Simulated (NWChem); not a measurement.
System: BH$_{2}$O$_{2}$Cl; SMILES OB(O)Cl

NWChem input:

```
start job
memory heap 200 mb stack 900 mb global 1100 mb
geometry units angstroms noautoz
  B     -0.018430     0.443763     0.000000
  Cl     0.023555    -1.341719     0.000000
  O     -1.234863     1.049285     0.000000
  H     -1.137150     2.019658     0.000000
  O      1.136216     1.175458     0.000000
  H      1.928906     0.610853     0.000000
end
basis spherical
  * library def2-svp
end
dft
  xc m06-2x
  grid coarse
  iterations 150
  mulliken
end
task dft gradient
```

Parts of the log:

```
             Northwest Computational Chemistry Package (NWChem) 7.3.0
             --------------------------------------------------------

 CS  symmetry detected

                             Geometry "geometry" -> ""
                             -------------------------

 Output coordinates in angstroms (scale by  1.889725989 to convert to a.u.)

  No.       Tag          Charge          X              Y              Z
 ---- ---------------- ---------- -------------- -------------- --------------
    1 B                    5.0000    -0.01336537     0.44837855     0.00000000
    2 Cl                  17.0000    -0.02253451    -1.33757348     0.00000000
    3 O                    8.0000    -1.21195697     1.08849128     0.00000000
    4 H                    1.0000    -1.08649218     2.05566767     0.00000000
    5 O                    8.0000     1.16176301     1.14670387     0.00000000
    6 H                    1.0000     1.93795732     0.55962753     0.00000000

 Effective nuclear repulsion energy (a.u.)     143.7652055894

      Symmetry information
      --------------------

 Group name             Cs
 Group number              2
 Group order               2
 No. of unique centers     6

                                 NWChem DFT Module
                                 -----------------

 Summary of "ao basis" -> "ao basis" (spherical)
 ------------------------------------------------------------------------------
       Tag                 Description            Shells   Functions and Types
 ---------------- ------------------------------  ------  ---------------------
 B                          def2-svp                 6       14   3s2p1d
 Cl                         def2-svp                 8       18   4s3p1d
 O                          def2-svp                 6       14   3s2p1d
 H                          def2-svp                 3        5   2s1p

      Symmetry analysis of basis
      --------------------------

        a'         51
        a"         19

            General Information
            -------------------
          SCF calculation type: DFT
          Wavefunction type:  closed shell.
          No. of atoms     :     6
          No. of electrons :    40
           Alpha electrons :    20
            Beta electrons :    20
          Charge           :     0
          Spin multiplicity:     1
          Use of symmetry is: on ; symmetry adaption is: on
          Maximum number of iterations: 150
          AO basis - number of functions:    70
                     number of shells:    32
          Convergence on energy requested:  1.00D-06
          Convergence on density requested:  1.00D-05
          Convergence on gradient requested:  5.00D-04

              XC Information
              --------------
                       M06-2X Method XC Functional
                     Hartree-Fock (Exact) Exchange  0.540
                        M06-2X Exchange Functional  1.000
                      M06-2X Correlation Potential  1.000

             Grid Information
             ----------------
          Grid used for XC integration:  coarse
          Radial quadrature: Mura-Knowles
          Angular quadrature: Lebedev.
          Tag              B.-S. Rad. Rad. Pts. Rad. Cut. Ang. Pts.
          ---              ---------- --------- --------- ---------
          B                   0.85       35           7.0       302
          Cl                  1.00       70          10.0       302
          O                   0.60       35           9.0       302
          H                   0.35       35           9.0       302
          Grid pruning is: on
          Number of quadrature shells:   245
          Spatial weights used:  Erf1

      Superposition of Atomic Density Guess
      -------------------------------------

 Sum of atomic energies:        -634.20837962

      Non-variational initial energy
      ------------------------------

 Total energy =    -635.525510
 1-e energy   =   -1159.809748
 2-e energy   =     380.519033
 HOMO         =      -0.436041
 LUMO         =       0.077293

      Symmetry analysis of molecular orbitals - initial
      -------------------------------------------------

  Numbering of irreducible representations:

     1 a'          2 a"

  Orbital symmetries:

     1 a'          2 a'          3 a'          4 a'          5 a'
     6 a'          7 a"          8 a'          9 a'         10 a'
    11 a'         12 a'         13 a'         14 a'         15 a"
    16 a'         17 a'         18 a"         19 a"         20 a'
    21 a'         22 a"         23 a'         24 a'         25 a'
    26 a'         27 a'         28 a"         29 a'         30 a'

     ---------------------------------------------
      Total Density - Mulliken Population Analysis
     ---------------------------------------------

    Atom       Charge   Shell Charges
 -----------   ------   -------------------------------------------------------
    1 B    5     4.33   1.99  0.75  0.08  1.08  0.24  0.19
    2 Cl  17    17.30   2.00  1.99  1.22  0.70  5.94  2.16  3.28  0.01
    3 O    8     8.53   1.99  1.10  0.57  3.07  1.78  0.01
    4 H    1     0.65   0.52  0.07  0.06
    5 O    8     8.54   1.99  1.10  0.57  3.07  1.79  0.01
    6 H    1     0.65   0.52  0.07  0.06

[...]

                         DFT ENERGY GRADIENTS

    atom               coordinates                        gradient
                 x          y          z           x          y          z
   1 B      -0.025257   0.847313   0.000000    0.002469  -0.007529   0.000000
   2 Cl     -0.042584  -2.527647   0.000000   -0.000715  -0.004164   0.000000
   3 O      -2.290267   2.056950   0.000000   -0.012263  -0.004870   0.000000
   4 H      -2.053173   3.884649   0.000000    0.001680   0.009709   0.000000
   5 O       2.195414   2.166956   0.000000    0.001623   0.013538   0.000000
   6 H       3.662208   1.057543   0.000000    0.007206  -0.006685   0.000000
```

Level: M06-2X/def2-SVP. The geometry was optimised at PBE-D3(BJ)/def2-SVP.
